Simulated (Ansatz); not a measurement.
A structure relaxed at PBE0-D4/def2-SVP in Ansatz, charge 0, singlet:

```xyz
10

Cd    2.2100    2.6293   -1.3409
Cd    0.1632    1.0745   -2.6302
Cd    0.5941    0.1838    1.8158
Cd   -1.0510   -1.0871   -1.5764
Cd   -0.5003   -2.5316    1.1305
O    -0.4224    1.8016   -0.1167
O    -1.3535   -2.8566   -0.6267
O    -0.9549    0.5401    0.1391
O     0.4907   -1.6425    2.6235
O     0.8240    1.8885    0.5821
```

Question: Give its formula.

Answer: Cd5O5 (the lowest singlet isomer of a short search).

Question: Summarise the bond lengths by kind (pairs closer than 1.2 times the sum of covalent radii, bridged metal pairs left out).

Answer: 8 × Cd–O 1.98 to 2.48 Å; 2 × Cd–Cd 2.69 to 2.88 Å; 2 × O–O 1.39 to 1.43 Å.

In the def2 sets Cd takes a core potential; there is no spin–orbit coupling. The structure holds 2 bonds between oxygen atoms, so isomers without such links may lie far lower. The restricted singlet is unstable towards broken spin symmetry in Hartree–Fock (as tested in another run); at PBE0-D4/def2-SVP this wasn't settled. The structure comes from a short search, and lower isomers may exist.
